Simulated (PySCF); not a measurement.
## MnF₃: fields on a plane

These are results of PySCF, UB3LYP, basis Mn def2-SVP, F def2-SVP (no relativity, density fitting), not measurements.

The quintet minimum has Mn–F 1.720 Å, Mn–F 1.740 Å (×2); F–Mn–F 106.2° (×2), F–Mn–F 147.7°.

The plane holds Mn1 at (0.00, 0.00), F2 at (1.72, 0.00), F3 at (-0.48, 1.67), F4 at (-0.48, -1.67) Å. Columns run from x = -2.55 to 4.05 Å, rows from y = 4.05 (top) to -3.75 Å, in steps of 0.3 Å. Other isomers or separated fragments may lie lower.

Give the lowest empty orbital (Å^-3/2) at -4.79 eV (cut at ±0.3; overall sign arbitrary). Lower edges of the bins (Å^-3/2): '0' -0.300, '1' -0.240, '2' -0.180, '3' -0.120, '4' -0.060, '5' 0.000, '6' 0.060, '7' 0.120, '8' 0.180, '9' 0.240; top 0.30.


```
55555555555555555555555
55554444555555555555555
55444444455555555555555
55444444455555555555555
54444444455555555555555
54444333455555555555555
54443212555555555555555
54443000776555555555555
55443009986555555555555
55544349975544455555555
55555566544444455555555
55566763002443456655555
55667895005630278765555
55678999259920099865555
55678999259920099865555
55667895005630278765555
55566763002443456655555
55555566544444455555555
55544349975544455555555
55443009986555555555555
54443000776555555555555
54443212555555555555555
54444333455555555555555
54444444455555555555555
55444444455555555555555
55444444455555555555555
55554444555555555555555
```

Give the electron density (e/Å³) (cut at 5 e/Å³). Lower edges of the bins (e/Å³): '_' 0.000, '.' 0.030, ':' 0.076, '-' 0.151, '=' 0.268, '+' 0.455, '*' 0.750, '#' 1.218, '%' 1.960, '@' 3.136; top 5.00, each point printed twice.


```
______________________________________________
______________________________________________
______________________________________________
______________________________________________
__________....::....__________________________
________..--======::..________________________
______..--++##%%##==::..______________________
______..==##@@@@@@**--..______________________
______::==%%@@@@@@##==::______________________
______::==##@@@@@@**==::........______________
______..--++##%%##++--::::::--::::..__________
______..::--++**##**++--==++**++==::..________
________..::++%%@@@@%%++**%%@@@@**--..________
________..::**@@@@@@@@####@@@@@@%%==::________
________..::**@@@@@@@@####@@@@@@%%==::________
________..::++%%@@@@%%++**%%@@@@**--..________
______..::--++**##**++--==++**++==::..________
______..--++##%%##++--::::::--::::..__________
______::==##@@@@@@**==::........______________
______::==%%@@@@@@##==::______________________
______..==##@@@@@@**--..______________________
______..--++##%%##==::..______________________
________..--======::..________________________
__________....::....__________________________
______________________________________________
______________________________________________
______________________________________________
```

Other spin states or occupations of the open shell can lie lower.
